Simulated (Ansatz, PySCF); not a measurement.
C4H10BN, SMILES CC1CB(N)C1.

The structure is a stationary point at B3LYP-D3(BJ)/def2-SVP. The structure was generated by enumeration, and PubChem lists no compound with its InChIKey, so it may never have been made. The values are those of a single conformer.

Vertical ionisation energy (IE) and electron affinity (EA) in eV. Rows of orbital energies are one-electron estimates. Where ΔSCF, EOM or ADC give a negative EA the extra electron is unbound and the value depends on the basis.

```
level                                                                  IE     EA
-------------------------------------------------------------------  ----  -----
−ε(HOMO), −ε(LUMO), ωB97X/def2-TZVP (PySCF)                           [?]    [?]
−ε(HOMO), −ε(LUMO), PBE/def2-TZVP (PySCF)                            6.38   0.09
ΔSCF, PBE0/def2-SVPD (Ansatz), final states of multiplicity 2 and 2  9.81  -1.18
ΔSCF, PBE/def2-SVPD (Ansatz), final states of multiplicity 2 and 2   9.42  -1.04
```

Problem. What belongs in the gaps? (An estimate is asked for; the answer gives what the named calculation found.)

Solution. 
- −ε(HOMO), −ε(LUMO), ωB97X/def2-TZVP (PySCF), IE: 10.19
- −ε(HOMO), −ε(LUMO), ωB97X/def2-TZVP (PySCF), EA: -2.86

Problem. What vertical singlet–triplet gap does ΔSCF give with PBE0/def2-SVPD (Ansatz, an electronic-structure program) and with PBE/def2-SVPD (Ansatz)? (The exact figures need the calculation; the answer reports its results.)

Solution. 6.28 and 5.93 eV (triplet above singlet where positive).
